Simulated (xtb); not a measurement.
tetrasilane (H₁₀Si₄), singlet, at a GFN2-xTB geometry. Base run: GFN2-xTB (xtb).

The xtb input:
```
$ xtb mol.xyz --gfn 2 --json

# file mol.xyz
14

Si     2.12583184    -0.97992047     0.95213831
Si     1.08981859     0.98375056     0.30426897
Si    -0.75044984     0.70364371    -1.09076116
Si    -2.44442748    -0.60418660    -0.21378814
H      3.28463556    -0.80359186     1.82955270
H      1.19310244    -1.85202856     1.67198931
H      2.60001803    -1.74488376    -0.20450490
H      2.07880162     1.89236712    -0.29930356
H      0.65736030     1.72312849     1.50366285
H     -0.28813097     0.11273720    -2.35935737
H     -1.29524875     2.00357968    -1.51659198
H     -2.96034576    -0.04672178     1.03956982
H     -3.60309509    -0.77983848    -1.09151795
H     -1.95792107    -1.95076868     0.10048935
```

Each row names what was changed in the base input (with any setting that the change needs).

```csv
change,ΔE vs base (kcal/mol),HOMO-LUMO gap (eV),dipole (D),G_solv (kcal/mol),SCF cycles
base,0.000,3.69,0.28,-,11
gbsa = water,1.23,3.69,0.40,1.13,13
acc = 1000,0.001,3.69,0.27,-,5
alpb = benzene,-1.91,3.69,0.34,-1.92,12
```

ALPB and GBSA are two models with their own fitted parameters for each solvent, which aren't always the measured dielectric constant.
